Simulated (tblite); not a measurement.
Start geometry of `C[SiH2][Si@H](O)[SiH2][SiH3]` from a force field or distance geometry (Å):
```
atom  x, y, z in Å
C1     2.2001    1.6888   -0.3047
Si2    1.7620   -0.1249   -0.4952
Si3    0.3038   -0.7293    1.0597
O4     0.8461   -2.2214    1.6966
Si5   -1.7474   -1.0656    0.3029
Si6   -2.6921    0.6855   -0.6766
H7     1.3647    2.1426    0.2631
H8     3.1354    1.7833    0.2799
H9     2.3260    2.1732   -1.2974
H10    3.0226   -0.8549   -0.1990
H11    1.3527   -0.4355   -1.8552
H12    0.3530    0.2593    2.1594
H13    1.0433   -2.8321    0.9470
H14   -1.7621   -2.2238   -0.6110
H15   -2.6008   -1.4130    1.4541
H16   -1.8414    1.3637   -1.6403
H17   -3.2184    1.6335    0.3392
H18   -3.8561    0.1768   -1.4341
```

**Question.** What comes out of this run: GFN2-xTB geometry optimisation, gas phase in tblite 0.8.0?

**Answer.** 
```
atom  x, y, z in Å
C1     1.5913    1.5966   -0.7123
Si2    2.1256   -0.1416   -0.1687
Si3    0.4396   -1.0267    1.1564
O4     0.8474   -2.5345    1.6573
Si5   -1.6839   -1.0465    0.1880
Si6   -2.5032    1.0132   -0.4571
H7     0.6622    1.5699   -1.2758
H8     1.4320    2.2458    0.1444
H9     2.3424    2.0644   -1.3411
H10    3.4550   -0.0234    0.4541
H11    2.3702   -0.9301   -1.3943
H12    0.3956   -0.4037    2.4868
H13    0.9208   -3.2751    1.0646
H14   -1.6543   -1.9367   -0.9954
H15   -2.6802   -1.7251    1.0373
H16   -2.1680    1.3228   -1.8499
H17   -1.9426    2.1009    0.3518
H18   -3.9586    1.1363   -0.3577
```

The energy falls by 0.708 eV over 237 L-BFGS steps, the largest force on an atom goes from 2.49 to 0.009 eV/Å, and the atoms move by 0.934 Å rms after alignment. The bond that changes most is Si3–Si5 (oxygen-bound silicon to SiH2 silicon), which lengthens by 0.122 Å. Bonds longer at the end by more than 0.005 Å: 7 of 17; shorter: 9. Among the angles that change most is Si3–O4–H13, from 108.7° to 123.0°. Among the dihedrals that turn most is H15–Si5–Si6–H17, from 40° to 100°. Rotational constants go from 1679, 913.1, 649.3 to 1552, 940.0, 625.4 MHz. The orientation of the end geometry is arbitrary; only internal coordinates are fixed.

Its GFN2-xTB frequencies are all real (lowest 18 cm⁻¹). One conformer, not necessarily the lowest.

The numbers are calculated, not measured.
